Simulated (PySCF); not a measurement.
Chain-length series, n-germane amino/formyl (end groups after the name). All species are isolated molecules in the gas phase. One relaxed conformer stands for each flexible species; it need not be the lowest. Strings in code marks are SMILES. All members: neutral, multiplicity 1. Level: B3LYP-D3(BJ)/def2-TZVP // PBE0-D4/def2-SVP (PySCF). B3LYP has the VWN-RPA correlation part, as in Gaussian. Delta-SCF ions had no search for a lower state.  The ionisation energy is E(N − 1 electrons) − E(N electrons) at the parent's geometry.

```tsv
species	n (atoms other than H)	1/n	vertical ionisation energy (Delta-SCF) (eV)
`[NH2][GeH2][GeH2][GeH2][GeH2][GeH2][GeH2][CH]=O`	9	0.1111	7.77
`[NH2][GeH2][GeH2][GeH2][GeH2][GeH2][CH]=O`	8	0.1250	withheld
`[NH2][GeH2][GeH2][GeH2][GeH2][CH]=O`	7	0.1429	8.04
`[NH2][GeH2][GeH2][GeH2][CH]=O`	6	0.1667	8.52
`[NH2][GeH2][GeH2][CH]=O`	5	0.2000	8.76
`[NH2][GeH2][CH]=O` (H–N–Ge–C torsion 63°, N–Ge–C–O torsion 1°)	4	0.2500	8.89
```

Problem. Fit vertical ionisation energy (Delta-SCF) = a + b·x to the 5 complete rows by least squares, with x = 1/n. Give a, b and the rms residual, and predict the withheld value.

Solution. Means of the 5 rows: x̄ = 0.17414, ȳ = 8.396 eV. Σ(x − x̄)² = 0.011429 and Σ(x − x̄)(y − ȳ) = 0.09655, so b = 8.448 and a = ȳ − b·x̄ = 6.925 eV. The rms residual is 0.138 eV. At x = 0.125 the line gives 7.98 eV. The run for `[NH2][GeH2][GeH2][GeH2][GeH2][GeH2][CH]=O` gave 7.89 eV, so the line is off by 0.09 eV, within twice the rms residual.

Codes: PySCF.
